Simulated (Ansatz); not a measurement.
Consider the redistribution: `C[Se][Sn]([CH3])([F])[Cl]` + `[OH][SnH2][Cl]` → `C[Se][SnH2][Cl]` + `[CH3][Sn]([OH])([F])[Cl]`.

Calculated with Ansatz (gas phase, PBE0-D4/def2-TZVP geometries, no zero-point term in ΔE). CBS: MP2 limit from def2 TZ/QZ plus the TZ coupled-cluster correction, frozen cores. DFT in def2-TZVPP. Elements past krypton have def2 core potentials. For Se, Sn outer-core shells are correlated without core-valence functions, which leaves a few kJ/mol of doubt a bond. Scalar relativity is left out up to krypton. Each species was taken in one conformer, which may not be the lowest.

Q: Is it downhill or uphill in electronic energy at CCSD(T)/CBS, and by how much? (An estimate is asked.)

A: The calculation gave: Nearly level: ΔE = -0.02 eV.

Q: What do these levels give: revPBE-D4, r2SCAN0-D4, PBE-QIDH, PBE, PBE0, CAM-B3LYP, CCSD(T)/def2-SVP, SCS-MP2/def2-TZVPP, CCSD(T)/def2-TZVPP, MP2/def2-QZVPP, HF/CBS(def2), CCSD/CBS(def2)? (An estimate is asked.)

A: Computed: revPBE-D4 0.00, r2SCAN0-D4 -0.02, PBE-QIDH -0.03, PBE -0.01, PBE0 -0.03, CAM-B3LYP -0.02, CCSD(T)/def2-SVP -0.02, SCS-MP2/def2-TZVPP -0.02, CCSD(T)/def2-TZVPP -0.02, MP2/def2-QZVPP -0.01, HF/CBS(def2) -0.05, CCSD/CBS(def2) -0.03 eV.

Largest T1 diagnostic among the species: 0.013.

Leaving LDA and LC-ωPBE aside and taking each functional with its dispersion term where it has one, the values, not all of them listed here, spread over 0.04 eV, from PBE-QIDH to BLYP-D4.
